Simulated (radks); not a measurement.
The numbers below are computed, except where a source is named.
Q: The mean radii <r> (bohr) of the occupied orbitals of an atom or ion are listed with their occupations. Code: a radial shooting solver on a logarithmic mesh with Libxc functionals. Model: scalar-relativistic Kohn-Sham, PBEsol, spin-polarised, spherical densities, point nucleus.

| orbital | occ. | <r> |
|---|---|---|
| 1s | 2 | 0.02559 |
| 2s | 2 | 0.1098 |
| 2p | 6 | 0.09621 |
| 3s | 2 | 0.2921 |
| 3p | 6 | 0.2901 |
| 3d | 10 | 0.2667 |
| 4s | 2 | 0.6741 |
| 4p | 6 | 0.7158 |
| 4d | 10 | 0.8007 |
| 5s | 2 | 1.637 |
| 5p | 6 | 1.920 |
| 6s | 2 | 4.765 |

Name the element and its charge. Open shells, if any, are filled with parallel spins first.

A: Z = 56, barium, charge 0: Ba in [Xe] 6s2. The 1s radius gives Z: for a bare nucleus <r> = (2 gamma + 1)/(2Z) with gamma = sqrt(1 - (Z/c)^2), 0.02523 bohr for Z = 56, and screening makes it slightly larger (0.02559 here). The occupations add up to 56, and the charge is Z minus that.
